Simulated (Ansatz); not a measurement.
Several settings on one geometry of W2N2 (the lowest singlet isomer of a short search) (that of the charge 0 singlet, PBE-D4/def2-TZVP). Ansatz on 2 threads of Arm Neoverse V1 on a shared host; times are rough.

```
atom   x (Å)   y (Å)   z (Å)
  W1  -1.261  -0.027  -0.118
  W2  -0.902  -2.017  -0.584
  N3   0.560   0.826   0.256
  N4   1.603   1.218   0.446
```

Totals from different functionals, basis sets or treatments of relativity can't be compared as stabilities.

In the def2 sets W takes a core potential; there is no spin–orbit coupling. B3LYP takes the VWN-RPA correlation.

At PBE0-D4/def2-TZVP a triplet lies 0.19 eV below the restricted singlet of charge 0, at its own geometry.

Give the basis size and estimate the energy, ⟨S²⟩ and time of these runs.

```json
{"run": "1", "method": "RKS B3LYP-D3(BJ)/def2-TZVP", "charge": "0", "state": "singlet", "further keys": "scf: {lower_state_search: full}"}
{"run": "2", "method": "RKS PBE0/def2-TZVPD", "charge": "0", "state": "singlet", "further keys": "scf: {omitted_lower_state_checks: [starts]}; forces asked"}
{"run": "3", "method": "RKS B3LYP-D3(BJ)/def2-TZVP", "charge": "0", "state": "singlet", "further keys": "scf: {omitted_lower_state_checks: [starts]}"}
```


| run | functions | energy (Eh) | ⟨S²⟩ | wall time |
| --- | --- | --- | --- | --- |
| 1 | 142 | -243.6342 | – | 10 s |
| 2 | 160 | -243.4198 | – | 7 s |
| 3 | 142 | -243.6342 | – | 4 s |

The restricted singlet is unstable towards broken spin symmetry at other levels; at RKS B3LYP-D3(BJ)/def2-TZVP, RKS PBE0/def2-TZVPD this wasn't settled.
